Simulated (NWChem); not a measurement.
System: disilazane (Si₂NH₇); SMILES [SiH3]N[SiH3]

NWChem input:

```
start job
memory heap 200 mb stack 900 mb global 1100 mb
geometry units angstroms
  Si     1.495968    -0.292875     0.370793
  N      0.064855    -0.119020    -0.588999
  Si    -1.525059     0.355998    -0.092971
  H      2.595618    -0.444310    -0.583037
  H      1.621417     0.918901     1.176551
  H      1.426828    -1.467330     1.249924
  H      0.101656    -0.585204    -1.480919
  H     -2.188896    -0.690724     0.694868
  H     -2.268455     0.600423    -1.329730
  H     -1.378801     1.563305     0.715982
end
basis spherical
  * library def2-svp
end
dft
  xc pbe0
  iterations 150
end
driver
  maxiter 120
end
task dft optimize
task dft freq
```

Excerpt of the output:

```
             Northwest Computational Chemistry Package (NWChem) 7.3.0
             --------------------------------------------------------

 CS  symmetry detected

                             Geometry "geometry" -> ""
                             -------------------------

 Output coordinates in angstroms (scale by  1.889725989 to convert to a.u.)

  No.       Tag          Charge          X              Y              Z
 ---- ---------------- ---------- -------------- -------------- --------------
    1 Si                  14.0000     0.13853559    -0.00089710     1.56226737
    2 N                    7.0000    -0.60829320     0.03195026     0.00000000
    3 Si                  14.0000     0.13853559    -0.00089710    -1.56226737
    4 H                    1.0000    -0.92441231     0.32113213     2.51536397
    5 H                    1.0000     1.19904378     1.00338976     1.55150639
    6 H                    1.0000     0.70795851    -1.31929591     1.86980374
    7 H                    1.0000    -1.58612411    -0.20898506     0.00000000
    8 H                    1.0000     0.70795851    -1.31929591    -1.86980374
    9 H                    1.0000    -0.92441231     0.32113213    -2.51536397
   10 H                    1.0000     1.19904378     1.00338976    -1.55150639

 Effective nuclear repulsion energy (a.u.)     157.3033661044

      Symmetry information
      --------------------

 Group name             Cs
 Group number              2
 Group order               2
 No. of unique centers     6

                                Z-matrix (autoz)
                                --------

 Units are Angstrom for bonds and degrees for angles

      Type          Name      I     J     K     L     M      Value
      ----------- --------  ----- ----- ----- ----- ----- ----------
    1 Stretch                  1     2                       1.73191
    2 Stretch                  1     4                       1.46354
    3 Stretch                  1     5                       1.46061
    4 Stretch                  1     6                       1.46867
    5 Stretch                  2     3                       1.73191
    6 Stretch                  2     7                       1.00708
    7 Stretch                  3     8                       1.46867
    8 Stretch                  3     9                       1.46354
    9 Stretch                  3    10                       1.46061
   10 Bend                     1     2     3               128.85742
   11 Bend                     1     2     7               114.46623
   12 Bend                     2     1     4               105.66893
   13 Bend                     2     1     5               107.06209
   14 Bend                     2     1     6               111.90697
   15 Bend                     2     3     8               111.90697
   16 Bend                     2     3     9               105.66893
   17 Bend                     2     3    10               107.06209
   18 Bend                     3     2     7               114.46623
   19 Bend                     4     1     5               112.38581
   20 Bend                     4     1     6               110.04422
   21 Bend                     5     1     6               109.71020
   22 Bend                     8     3     9               110.04422
   23 Bend                     8     3    10               109.71020
   24 Bend                     9     3    10               112.38581
   25 Torsion                  1     2     3     8          71.48676
   26 Torsion                  1     2     3     9        -168.74585
   27 Torsion                  1     2     3    10         -48.75636
   28 Torsion                  3     2     1     4         168.74585
   29 Torsion                  3     2     1     5          48.75636
   30 Torsion                  3     2     1     6         -71.48676
   31 Torsion                  4     1     2     7         -29.28103
   32 Torsion                  5     1     2     7        -149.27053
   33 Torsion                  6     1     2     7          90.48635
   34 Torsion                  7     2     3     8         -90.48635
   35 Torsion                  7     2     3     9          29.28103
   36 Torsion                  7     2     3    10         149.27053

                           NWChem Geometry Optimization
                           ----------------------------

 maximum gradient threshold         (gmax) =   0.000450
 rms gradient threshold             (grms) =   0.000300
 maximum cartesian step threshold   (xmax) =   0.001800
 rms cartesian step threshold       (xrms) =   0.001200
 fixed trust radius                (trust) =   0.300000
 source of zmatrix                         =   autoz

          -------------------
          Energy Minimization
          -------------------

 Using diagonal initial Hessian
 Scaling for Hessian diagonals: bonds = 1.00  angles = 0.25  torsions = 0.10

          --------
          Step   0

                                 NWChem DFT Module
                                 -----------------

 Summary of "ao basis" -> "ao basis" (spherical)
 ------------------------------------------------------------------------------
       Tag                 Description            Shells   Functions and Types
 ---------------- ------------------------------  ------  ---------------------
 Si                         def2-svp                 8       18   4s3p1d
 N                          def2-svp                 6       14   3s2p1d
 H                          def2-svp                 3        5   2s1p

      Symmetry analysis of basis
      --------------------------

        a'         47
        a"         38

[...]

      ----------------------
      Optimization converged
      ----------------------

  Step       Energy      Delta E   Gmax     Grms     Xrms     Xmax
  ---- ---------------- -------- -------- -------- -------- --------
@   18    -637.42908812 -4.4D-08  0.00001  0.00000  0.00021  0.00061
                                     ok       ok       ok       ok

                                Z-matrix (autoz)
                                --------

 Units are Angstrom for bonds and degrees for angles

[...]

 Rotational Constants
 --------------------
 A=   0.835324 cm-1  (  1.201818 K)
 B=   0.098394 cm-1  (  0.141564 K)
 C=   0.093735 cm-1  (  0.134861 K)

 Temperature                      =   298.15K
 frequency scaling parameter      =   1.0000

 Zero-Point correction to Energy  =   41.566 kcal/mol  (  0.066239 au)
 Thermal correction to Energy     =   45.500 kcal/mol  (  0.072509 au)
 Thermal correction to Enthalpy   =   46.092 kcal/mol  (  0.073453 au)

 Total Entropy                    =   79.148 cal/mol-K
   - Translational                =   38.922 cal/mol-K (mol. weight =  77.0117)
   - Rotational                   =   24.841 cal/mol-K (symmetry #  =        1)
   - Vibrational                  =   15.385 cal/mol-K

 Cv (constant volume heat capacity) =   20.630 cal/mol-K
   - Translational                  =    2.979 cal/mol-K
   - Rotational                     =    2.979 cal/mol-K
   - Vibrational                    =   14.671 cal/mol-K

[normal modes left out]

 ----------------------------------------------------------------------------
 Normal Eigenvalue ||           Projected Infra Red Intensities
  Mode   [cm**-1]  || [atomic units] [(debye/angs)**2] [(KM/mol)] [arbitrary]
 ------ ---------- || -------------- ----------------- ---------- -----------
    1       -0.000 ||    0.000079           0.002         0.077       0.010
    2       -0.000 ||    0.000015           0.000         0.014       0.002
    3       -0.000 ||    0.000088           0.002         0.086       0.011
    4        0.000 ||    0.000001           0.000         0.001       0.000
    5        0.000 ||    0.001550           0.036         1.511       0.197
    6        0.000 ||    0.000163           0.004         0.159       0.021
    7       30.099 ||    0.000449           0.010         0.438       0.057
    8       71.652 ||    0.000012           0.000         0.011       0.001
    9      215.883 ||    0.000703           0.016         0.685       0.090
   10      375.836 ||    0.062167           1.434        60.603       7.917
   11      604.794 ||    0.003433           0.079         3.346       0.437
   12      639.563 ||    0.000076           0.002         0.074       0.010
   13      707.460 ||    0.000640           0.015         0.624       0.082
   14      725.493 ||    0.145614           3.359       141.952      18.543
   15      826.389 ||    0.093401           2.155        91.052      11.894
   16      919.671 ||    0.076382           1.762        74.461       9.727
   17      930.096 ||    0.132166           3.049       128.842      16.831
   18      931.326 ||    0.496518          11.455       484.031      63.229
   19      956.314 ||    0.105994           2.445       103.328      13.498
   20      964.984 ||    0.141292           3.260       137.739      17.993
   21      991.657 ||    0.074696           1.723        72.818       9.512
   22     1014.946 ||    0.024581           0.567        23.962       3.130
   23     1211.448 ||    0.181573           4.189       177.007      23.122
   24     2205.300 ||    0.049207           1.135        47.969       6.266
   25     2208.776 ||    0.315539           7.280       307.603      40.182
   26     2219.058 ||    0.196467           4.533       191.526      25.019
   27     2226.562 ||    0.044058           1.016        42.950       5.611
   28     2247.580 ||    0.001374           0.032         1.339       0.175
   29     2256.552 ||    0.165056           3.808       160.905      21.019
   30     3608.020 ||    0.042523           0.981        41.454       5.415
 ----------------------------------------------------------------------------
```

Level: PBE0/def2-SVP.
